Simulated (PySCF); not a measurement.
Structure with atom numbers: `[CH:1]#[C:2][B:3]([F:4])[BH:5][SiH2:6][F:7]`; H(Xn) means a hydrogen on atom n.

Geometry: PBE0-D3(BJ)/def2-SVP; GIAO absolute shieldings from PySCF 2.14.0 with density-fitted response routines, gas phase, non-relativistic, averaged over equivalent atoms.

At WP04/pcSseg-1 (146 basis functions, 11 s wall time on 1 thread of an Arm Neoverse V2, shared host):
```json
{"atoms": "C1", "σ (ppm)": "60.5"}
{"atoms": "C2", "σ (ppm)": "92.5"}
{"atoms": "B5", "σ (ppm)": "-16.2"}
{"atoms": "B3", "σ (ppm)": "43.1"}
{"atoms": "F4", "σ (ppm)": "199.5"}
{"atoms": "F7", "σ (ppm)": "412.6"}
{"atoms": "Si6", "σ (ppm)": "343.4"}
{"atoms": "H(B5)", "σ (ppm)": "22.16"}
{"atoms": "H(Si6)", "σ (ppm)": "26.78"}
{"atoms": "H(C1)", "σ (ppm)": "28.05"}
```

What do these become at PBE0/6-311+G(2d,p)?

## Answers


```
 atoms  σ at PBE0/6-311+G(2d,p)  change
    C1                     67.3    +6.8
    C2                    101.6    +9.1
    B5                    -22.5    -6.3
    B3                     48.9    +5.8
    F4                    180.9   -18.6
    F7                    411.3    -1.3
   Si6                    342.6    -0.8
 H(B5)                    19.81   -2.35
H(Si6)                    25.54   -1.24
 H(C1)                    27.71   -0.34
```

The largest change is at F4 (fluorine bonded to B). Cost: 221 basis functions, 29 s wall time on 1 thread of an Arm Neoverse V1, shared host.

A carbon bonded to boron is broadened by the quadrupolar boron nucleus and is often missing from a measured spectrum.
